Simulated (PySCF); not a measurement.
Two-component Hartree-Fock for Ta(36+) (tantalum, charge +36)

Start: [Kr] 4d1; 4d3/2 filled at m_j = +3/2. Calculated with PySCF 2.14 in an even-tempered Gaussian basis (17 s from 3.9 bohr⁻², ratio 2.8; 14 p from 5.1 bohr⁻², ratio 2.8; 9 d from 5.1 bohr⁻², ratio 2.8; 3 f from 18 bohr⁻², ratio 3): generalised Hartree-Fock with the X2C-1e Hamiltonian and a Gaussian nucleus; one run each with spin-orbit coupling (SO) switched off, then screened by Boettger's factors.

```
spinor shell  electrons  ε, spin-free (eV)  ε, screened SO (eV)  weight of nominal j (screened SO)  rms radius, screened SO (bohr)
       1s1/2          2           -69311.2             -69291.0                              1.000                          0.0211
       2s1/2          2           -13322.2             -13315.5                              1.000                          0.0854
       2p1/2          2           -11868.2             -12775.3                              1.000                          0.0726
       2p3/2          4           -11868.2             -11497.5                              1.000                          0.0799
       3s1/2          2            -4253.0              -4250.6                              1.000                           0.216
       3p1/2          2            -3810.1              -4013.1                              1.000                           0.207
       3p3/2          4            -3810.1              -3725.2                              1.000                           0.222
       3d3/2          4            -3297.7              -3334.7                              1.000                           0.195
       3d5/2          6            -3297.7              -3270.7                              1.000                           0.199
       4s1/2          2            -1886.8              -1885.8                              1.000                           0.454
       4p1/2          2            -1717.4              -1782.2                              1.000                           0.454
       4p3/2          4            -1717.4              -1689.8                              1.000                           0.480
       4d3/2          1            -1533.3              -1544.0                              1.000                           0.462
```

| quantity | spin-free | screened SO |
| --- | --- | --- |
| E (hartree) | -14838.35478 | -14856.27330 |
| M_J | 3/2 | 3/2 |
| ⟨J²⟩ | 4.307 | 3.751 |
| ⟨L²⟩ | 6.002 | 6.079 |
| ⟨S²⟩ | 0.750 | 0.828 |

Each row is a mean over spinors that exchange with the open shell spreads, by up to 12.614 eV (4p1/2).

Breit and QED terms are absent; they matter most for the inner s and p1/2 levels.

Densities and radii are taken from the X2C orbitals without a picture-change correction, which distorts them close to the nucleus.

Without spin-orbit coupling the j labels of p, d and f shells carry no meaning; the spin-free column gives the mean over the occupied spinors of each nl shell, and its ⟨J²⟩ belongs to a mixture of degenerate components.
